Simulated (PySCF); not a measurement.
A species of formula C8H15NO has this rotational fingerprint, computed with PBE0/pcSseg-1 in PySCF (dipole) on a GFN2-xTB geometry, gas phase:

```
Rotational constants : A = 2355, B = 811.7, C = 701.6 MHz
Dipole components    : |μa| = 0.26 D, |μb| = 3.73 D, |μc| = 1.24 D
Inertial defect      : -116.89 u·Å²
κ                    : -0.87
```

Question: Which candidate fits, each taken in the one conformer that was computed?
A. `[CH3:1][CH2:2]/[CH:3]=[C:4](\[C:5]([NH2:6])=[O:7])[CH:8]([CH3:9])[CH3:10]` with C1–C2–C3–C4 117°, C3–C4–C5–N6 -68°, C4–C5–N6–H 2° and 179°, C3–C4–C8–C9 -107°
B. `[CH2:1]=[CH:2][CH2:3][CH2:4][C:5](=[O:6])[NH:7][CH:8]([CH3:9])[CH3:10]` with C1–C2–C3–C4 122°, C2–C3–C4–C5 171°, C3–C4–C5–O6 -26°, C4–C5–N7–C8 180°, C5–N7–C8–C9 116°
C. `[CH2:1]=[C:2]([CH2:3][CH3:4])[C:5](=[O:6])[N:7]([CH3:8])[CH2:9][CH3:10]` with C1–C2–C3–C4 -114°, C1–C2–C5–O6 -112°, C2–C5–N7–C8 5°, C5–N7–C9–C10 -94°
D. `[CH3:1][N:2]([CH:3]=[O:4])[CH2:5][CH:6]1[CH2:7][CH2:8][CH2:9][CH2:10]1` with C1–N2–C3–O4 180°, C1–N2–C5–C6 -71°, N2–C5–C6–C7 178°, C5–C6–C7–C8 142°, C6–C7–C8–C9 -38°, C7–C8–C9–C10 42°, C8–C9–C10–C6 -30°

Answer: D. It is CN(C=O)CC1CCCC1, an asymmetric top, point group C1. The candidates at the same level (rigid rotor, commonest isotopes):

| SMILES | A (MHz) | B (MHz) | C (MHz) | μa (D) | μb (D) | μc (D) | Δ (u·Å²) | point group | rotor |
| --- | --- | --- | --- | --- | --- | --- | --- | --- | --- |
| CC/C=C(\C(N)=O)C(C)C | 1796 | 896.6 | 774.0 | 2.35 | 0.97 | 2.62 | -192.04 | C1 | asymmetric top |
| C=CCCC(=O)NC(C)C | 3604 | 466.3 | 460.3 | 1.35 | 2.14 | 2.47 | -125.98 | C1 | near-prolate asymmetric top |
| C=C(CC)C(=O)N(C)CC | 1910 | 888.4 | 853.4 | 0.40 | 1.06 | 3.44 | -241.30 | C1 | near-prolate asymmetric top |
| CN(C=O)CC1CCCC1 | 2355 | 811.7 | 701.6 | 0.26 | 3.73 | 1.24 | -116.89 | C1 | asymmetric top |

`CC/C=C(\C(N)=O)C(C)C` has A 24 % too low; `C=CCCC(=O)NC(C)C` has A 53 % too high; `C=C(CC)C(=O)N(C)CC` has C 22 % too high. No structure here is proved a minimum.
